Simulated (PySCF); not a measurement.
## Pd (palladium, neutral) across methods

[Kr] 4d10, closed-shell 1S. Calculation: PySCF 2.14, in ANO-RCC-VTZP; scalar relativity by spin-free X2C-1e.

```json
{"method": "LDA", "E (hartree)": "-5039.79", "mean ε 4s (eV)": "-85.428", "mean ε 4p (eV)": "-51.469", "mean ε 4d (eV)": "-4.414", "Σ⟨r²⟩ (bohr²)": "45.40", "⟨S²⟩": "0.000"}
{"method": "LC-wPBE", "E (hartree)": "-5044.71", "mean ε 4s (eV)": "-90.738", "mean ε 4p (eV)": "-56.552", "mean ε 4d (eV)": "-8.117", "Σ⟨r²⟩ (bohr²)": "44.22", "⟨S²⟩": "0.000"}
{"method": "r2SCANh", "E (hartree)": "-5045.12", "mean ε 4s (eV)": "-89.183", "mean ε 4p (eV)": "-53.932", "mean ε 4d (eV)": "-4.608", "Σ⟨r²⟩ (bohr²)": "44.23", "⟨S²⟩": "0.000"}
{"method": "r2SCAN", "E (hartree)": "-5045.13", "mean ε 4s (eV)": "-87.432", "mean ε 4p (eV)": "-52.596", "mean ε 4d (eV)": "-4.031", "Σ⟨r²⟩ (bohr²)": "44.43", "⟨S²⟩": "0.000"}
{"method": "PBE0", "E (hartree)": "-5044.81", "mean ε 4s (eV)": "-90.252", "mean ε 4p (eV)": "-54.937", "mean ε 4d (eV)": "-5.438", "Σ⟨r²⟩ (bohr²)": "44.33", "⟨S²⟩": "0.000"}
{"method": "PBE", "E (hartree)": "-5044.75", "mean ε 4s (eV)": "-85.222", "mean ε 4p (eV)": "-51.194", "mean ε 4d (eV)": "-4.055", "Σ⟨r²⟩ (bohr²)": "45.10", "⟨S²⟩": "0.000"}
{"method": "UHF", "E (hartree)": "-5042.58467", "mean ε 4s (eV)": "-104.50", "mean ε 4p (eV)": "-65.389", "mean ε 4d (eV)": "-8.937", "Σ⟨r²⟩ (bohr²)": "43.10", "⟨S²⟩": "0.000"}
```

Question: Estimate the same row for HSE06.

Answer: E (hartree) = -5044.76; mean ε 4s (eV) = -89.880; mean ε 4p (eV) = -54.547; mean ε 4d (eV) = -5.049; Σ⟨r²⟩ (bohr²) = 44.40; ⟨S²⟩ = 0.000.
